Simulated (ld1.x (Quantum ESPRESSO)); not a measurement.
**Plane-wave convergence, TM potential for O (Z = 8)**

* Element: oxygen (O)
* Generator: ld1.x (Quantum ESPRESSO) 7.5
* Type: norm-conserving Troullier–Martins (Kleinman–Bylander form)
* Functional: LDA (PZ)
* Relativity: non-relativistic
* Frozen core: [He]
* Valence charge: 6
* Reference configuration: 2s2 2p3 (charge +1)
* Partial waves: 2s (bound): rc 0.95 bohr; 2p (bound): rc 1.10 bohr
* Local potential: the p channel
* Core correction: a·sin(br)/r model core inside 1.00 bohr

The pseudo-atom Hamiltonian at the reference potential is diagonalised in spherical Bessel functions j_l(qr) that vanish at 20 bohr, with q² up to the cutoff. All-electron valence levels (Ry): 2s -2.8918, 2p -1.8077.

**Question.** How do the lowest levels (Ry) of each channel move with the cutoff, and are there ghosts?

**Answer.**

```csv
cutoff (Ry),s #1,s #2,p #1,p #2,d #1,d #2,f #1,Σ f·Δε (mRy)
8,-2.7459,-0.4181,-0.8589,-0.1884,-0.1276,-0.0379,-0.0413,3138.1
15,-2.7706,-0.4232,-1.1243,-0.2154,-0.1280,-0.0384,-0.0413,2292.6
30,-2.8196,-0.4273,-1.4702,-0.2462,-0.1281,-0.0386,-0.0413,1156.9
45,-2.8683,-0.4318,-1.6723,-0.2623,-0.1281,-0.0386,-0.0413,453.0
70,-2.8882,-0.4335,-1.7855,-0.2709,-0.1281,-0.0387,-0.0413,73.8
100,-2.8888,-0.4335,-1.8068,-0.2725,-0.1282,-0.0387,-0.0413,8.7
160,-2.8915,-0.4339,-1.8075,-0.2726,-0.1282,-0.0387,-0.0413,1.1
230,-2.8917,-0.4339,-1.8076,-0.2726,-0.1282,-0.0387,-0.0413,0.2
400,-2.8918,-0.4339,-1.8077,-0.2726,-0.1282,-0.0387,-0.0413,0.0
```

Result: no extra level below or beside the all-electron valence levels (s, p, d, f tested); 10 mRy is reached at 100 Ry and 1 mRy at 180 Ry.

Its largest configuration-test error is +824 meV.
